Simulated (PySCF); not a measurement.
**Frontier orbitals and the lowest excitations**

Species: AlH2(nPr), C3H9Al.
Cartesian coordinates in Å at the PBE0-D3(BJ)/def2-SVP level; atoms count from 1:
```xyz
13
C3H9Al angstrom
Al     1.1759    1.9437    0.7811
H      2.7690    1.9860    0.8418
H      0.3798    3.3230    0.6838
C      0.1990    0.2358    0.7663
C     -0.1656   -0.2473   -0.6456
C     -0.9428   -1.5567   -0.6580
H     -0.7287    0.3516    1.3579
H      0.7929   -0.5424    1.2791
H      0.7505   -0.3717   -1.2517
H     -0.7602    0.5251   -1.1671
H     -1.8919   -1.4562   -0.1072
H     -1.1809   -1.8814   -1.6832
H     -0.3662   -2.3617   -0.1752
```

Theory: TDDFT CAM-B3LYP/def2-SVPD, vertical, gas phase, core orbitals frozen in the response (PySCF 2.14.0, density-fitted response routines).

Kohn–Sham orbitals with the atoms that hold most of them (Löwdin shares over 4%, at most four atoms; ? is withheld):

```json
{"orbital": "HOMO-3", "ε (eV)": "-10.96", "atoms": "C5 27%, C4 20%, C6 18%, H12 8%"}
{"orbital": "HOMO-2", "ε (eV)": "-10.70", "atoms": "C5 27%, C6 14%, C4 12%, H9 11%"}
{"orbital": "HOMO-1", "ε (eV)": "-9.63", "atoms": "?"}
{"orbital": "HOMO", "ε (eV)": "-8.92", "atoms": "C4 38%, Al1 22%, C5 8%, C6 8%"}
{"orbital": "LUMO", "ε (eV)": "-0.44", "atoms": "?"}
{"orbital": "LUMO+1", "ε (eV)": "0.95", "atoms": "Al1 63%, C4 5%, C5 5%, C6 4%"}
{"orbital": "LUMO+2", "ε (eV)": "1.61", "atoms": "Al1 41%, C6 11%, C4 9%, H2 8%"}
```

Task: Give the leading atoms of the HOMO-1.

Result: Al1 (bonded to C and 2 H) 38%; H3 (bonded to Al) 28%; H2 (bonded to Al) 27%; C4 (bonded to Al, C and 2 H) 4%. By element: hydrogen 55% or more, aluminium 38%, carbon 4% or more.

Task: Give the leading atoms of the LUMO.

Result: Al1 (bonded to C and 2 H) 61%; H2 (bonded to Al) 10%; H3 (bonded to Al) 10%; C4 (bonded to Al, C and 2 H) 8%. By element: aluminium 61%, hydrogen 20% or more, carbon 8% or more.

Task: The HOMO–LUMO gap is 8.48 eV. Where does the response calculation put the lowest singlet, and from which orbitals?

Result: S1 is at 4.92 eV (f = 0.0031), 3.56 eV below the gap, made of HOMO→LUMO (97%). 

Task: Give energy, strength and leading configuration of S1, S2, S3 and S4, and follow the Löwdin shares of the leading atoms from the occupied to the empty orbital.

Result: 
- S1 (4.92 eV, f 0.0031), HOMO→LUMO (97%): C4 38% → 8%, Al1 22% → 61%, H2 at most 8% → 10%
- S2 (5.41 eV, f 0.0000), HOMO-1→LUMO (99%): Al1 38% → 61%, H3 28% → 10%, H2 27% → 10%
- S3 (7.06 eV, f 0.073), HOMO→LUMO+1 (85%): C4 38% → 5%, Al1 22% → 63%
- S4 (7.37 eV, f 0.0014), HOMO-2→LUMO (91%): C5 27% → at most 9%, C6 14% → at most 9%, Al1 at most 12% → 61%, H2 at most 12% → 10%

Löwdin shares depend on the basis, the more so with diffuse functions.

One conformer stands for the species.
